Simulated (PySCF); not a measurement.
C3H7O, SMILES [O]C(C)C, multiplicity 2.

The structure is a stationary point at TPSSh-D3(BJ)/def2-SVP. The isomer is the one that the SMILES or the coordinates give; other isomers of the formula were not compared.

The numbers are results of TDA-ωB97X/def2-SVPD (PySCF), not measurements.

Vertical excitations. Gas-phase values at a fixed geometry.

| state | energy (eV) | λ (nm) | f | main pairs |
|---|---|---|---|---|
| root 1 | 0.42 | 2952 | 0.000 | β HOMO→LUMO 93 % |
| root 2 | 4.21 | 295 | 0.001 | β HOMO−3→LUMO 65 %, β HOMO−6→LUMO 15 %, β HOMO−1→LUMO 12 % |
| root 3 | 5.64 | 220 | 0.038 | β HOMO−1→LUMO 82 %, β HOMO−3→LUMO 13 % |
| root 4 | 5.72 | 217 | 0.002 | β HOMO−2→LUMO 85 % |
| root 5 | 7.22 | 172 | 0.001 | β HOMO−4→LUMO 98 % |
| root 6 | 7.74 | 160 | 0.012 | β HOMO−5→LUMO 69 %, β HOMO→LUMO+1 12 %, β HOMO−2→LUMO 12 % |
| root 7 | 7.90 | 157 | 0.003 | β HOMO→LUMO+1 64 %, β HOMO→LUMO+3 13 %, β HOMO−5→LUMO 12 % |
| root 8 | 8.07 | 154 | 0.002 | β HOMO−6→LUMO 76 %, β HOMO−3→LUMO 20 % |
| root 9 | 8.41 | 147 | 0.014 | α HOMO→LUMO 78 %, α HOMO→LUMO+2 12 % |
| root 10 | 8.81 | 141 | 0.029 | β HOMO−7→LUMO 88 % |
Unrestricted roots are not spin-pure.
